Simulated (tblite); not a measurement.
Species: C₃H₁₂B₂GeO₂.
SMILES with atom numbers: `[BH2:1][O:2][B:3]([CH3:4])[O:5][GeH:6]([CH3:7])[CH3:8]` (hydrogens: H9, H10 on B1; H11, H12, H13 on C4; H14 on Ge6; H15, H16, H17 on C7; H18, H19, H20 on C8)

Computed with GFN2-xTB (tblite), gas phase: L-BFGS steps from a force-field or distance-geometry start until the largest atomic force falls under 0.01 eV/Å.

Step 15: E = -685.8058 eV
```
atom  x, y, z in Å  |  force x, y, z in eV/Å
B1      2.7042   -1.2864   -0.1913    0.032   0.079   0.137
O2      1.5665   -0.6388   -0.3949    0.060  -0.004   0.180
B3      1.1479    0.6194   -0.7813   -0.088  -0.169  -0.281
C4      2.0172    1.9422   -0.6747   -0.102   0.034   0.003
O5     -0.1655    0.7134   -1.0844    0.107   0.096   0.147
Ge6    -1.2051   -0.0668    0.1489   -0.094  -0.127   0.178
C7     -1.4028   -2.0329   -0.1358    0.014  -0.026  -0.003
C8     -2.9528    0.8641    0.0956   -0.189   0.015   0.003
H9      3.7530   -0.8481   -0.4837    0.119   0.140  -0.204
H10     2.6659   -2.3295    0.3515   -0.151  -0.050  -0.016
H11     2.9064    1.9815   -1.2970   -0.025  -0.080   0.063
H12     1.3768    2.7807   -0.9174    0.045   0.209  -0.176
H13     2.3139    2.0808    0.3617    0.186  -0.075   0.030
H14    -0.4556    0.3689    1.4127   -0.142  -0.233   0.054
H15    -1.8757   -2.5278    0.7098    0.023   0.144  -0.010
H16    -2.0356   -2.1868   -1.0093    0.054   0.012   0.002
H17    -0.4404   -2.5052   -0.3132   -0.016   0.080   0.000
H18    -2.9052    1.8979   -0.2407    0.123  -0.118  -0.007
H19    -3.6476    0.3253   -0.5460    0.027   0.071  -0.018
H20    -3.3705    0.8587    1.1023    0.018   0.002  -0.083
```

Step 16: E = -685.8238 eV
```
atom  x, y, z in Å  |  force x, y, z in eV/Å
B1      2.7046   -1.2732   -0.1927    0.147  -0.009   0.093
O2      1.5658   -0.6321   -0.4039    0.050   0.044   0.189
B3      1.1410    0.6274   -0.7789    0.075  -0.040  -0.259
C4      2.0272    1.9503   -0.6800   -0.152  -0.077   0.000
O5     -0.1739    0.7302   -1.0589    0.096   0.095   0.096
Ge6    -1.2148   -0.0729    0.1534   -0.113  -0.204   0.279
C7     -1.4046   -2.0416   -0.1335    0.006  -0.023  -0.028
C8     -2.9594    0.8598    0.0951   -0.128   0.034  -0.013
H9      3.7632   -0.8561   -0.4974    0.006   0.170  -0.183
H10     2.6690   -2.3140    0.3564   -0.172  -0.040   0.000
H11     2.9211    1.9691   -1.3052   -0.178  -0.040   0.165
H12     1.3893    2.7948   -0.9260    0.175   0.111  -0.127
H13     2.3251    2.0779    0.3618    0.147  -0.038  -0.122
H14    -0.4754    0.3517    1.4295   -0.147  -0.233   0.026
H15    -1.8790   -2.5433    0.7073    0.023   0.170   0.010
H16    -2.0356   -2.1973   -1.0083    0.066   0.015  -0.007
H17    -0.4408   -2.5117   -0.3076   -0.006   0.082  -0.013
H18    -2.8805    1.8893   -0.2428    0.071  -0.046  -0.020
H19    -3.6598    0.3371   -0.5502    0.011   0.026  -0.073
H20    -3.3876    0.8655    1.0951    0.022   0.003  -0.014
```

Step 17: E = -685.8449 eV
```
atom  x, y, z in Å  |  force x, y, z in eV/Å
B1      2.7075   -1.2578   -0.1929    0.228  -0.085   0.025
O2      1.5663   -0.6235   -0.4085    0.050   0.093   0.161
B3      1.1345    0.6355   -0.7822    0.211   0.102  -0.124
C4      2.0359    1.9584   -0.6862   -0.152  -0.166  -0.023
O5     -0.1823    0.7509   -1.0279    0.037   0.033   0.064
Ge6    -1.2282   -0.0834    0.1632   -0.102  -0.215   0.285
C7     -1.4066   -2.0516   -0.1315   -0.001  -0.002  -0.050
C8     -2.9691    0.8551    0.0941   -0.010   0.038  -0.032
H9      3.7752   -0.8619   -0.5166   -0.134   0.179  -0.139
H10     2.6692   -2.2972    0.3616   -0.161  -0.014   0.016
H11     2.9345    1.9538   -1.3117   -0.284   0.008   0.221
H12     1.4069    2.8132   -0.9386    0.290  -0.013  -0.053
H13     2.3404    2.0732    0.3598    0.068  -0.001  -0.268
H14    -0.5010    0.3263    1.4497   -0.133  -0.218   0.022
H15    -1.8823   -2.5569    0.7050    0.011   0.163   0.044
H16    -2.0345   -2.2086   -1.0075    0.064   0.010  -0.030
H17    -0.4409   -2.5170   -0.3015    0.021   0.067  -0.025
H18    -2.8503    1.8783   -0.2457    0.007   0.029  -0.028
H19    -3.6738    0.3509   -0.5566   -0.014  -0.021  -0.132
H20    -3.4068    0.8730    1.0868    0.005   0.014   0.067
```

**Question.** Estimate the geometry and energy of step 18. (The exact step hangs on the optimiser's Hessian estimate; all steps are aligned on step 17, rigid shifts and turns removed.)

**Answer.** E = -685.8678 eV, largest force 0.358 eV/Å
```
atom  x, y, z in Å  |  force x, y, z in eV/Å
B1      2.7136   -1.2418   -0.1920    0.220  -0.124  -0.061
O2      1.5689   -0.6121   -0.4073    0.065   0.125   0.106
B3      1.1299    0.6446   -0.7890    0.247   0.186   0.084
C4      2.0421    1.9642   -0.6936   -0.108  -0.193  -0.054
O5     -0.1896    0.7729   -0.9935   -0.037  -0.078   0.065
Ge6    -1.2442   -0.0980    0.1784   -0.063  -0.144   0.182
C7     -1.4084   -2.0611   -0.1305   -0.004   0.020  -0.060
C8     -2.9801    0.8502    0.0926    0.105   0.032  -0.043
H9      3.7862   -0.8647   -0.5404   -0.250   0.172  -0.084
H10     2.6663   -2.2795    0.3664   -0.116   0.008   0.037
H11     2.9434    1.9370   -1.3148   -0.283   0.044   0.185
H12     1.4307    2.8330   -0.9536    0.338  -0.117   0.021
H13     2.3578    2.0666    0.3530   -0.023   0.036  -0.335
H14    -0.5313    0.2923    1.4726   -0.097  -0.187   0.052
H15    -1.8853   -2.5659    0.7038   -0.006   0.123   0.075
H16    -2.0321   -2.2195   -1.0076    0.049  -0.004  -0.063
H17    -0.4400   -2.5196   -0.2954    0.053   0.038  -0.035
H18    -2.8167    1.8659   -0.2493   -0.066   0.074  -0.023
H19    -3.6892    0.3652   -0.5657   -0.013  -0.045  -0.160
H20    -3.4272    0.8809    1.0788   -0.011   0.034   0.110
```

The energy changes by -0.0229 eV. The first-order estimate −F·Δx gives -0.0316 eV and the mean of the old and new forces, exact on a quadratic surface, -0.0229 eV. The step makes an angle of 72° with the force vector and moves no atom by more than 0.051 Å.

The cost below is that of the whole relaxation. Hardware: an Arm Neoverse V1 with one thread, shared host with 32 logical CPUs at a one-minute load of 24. Cost: 1.2 s wall.
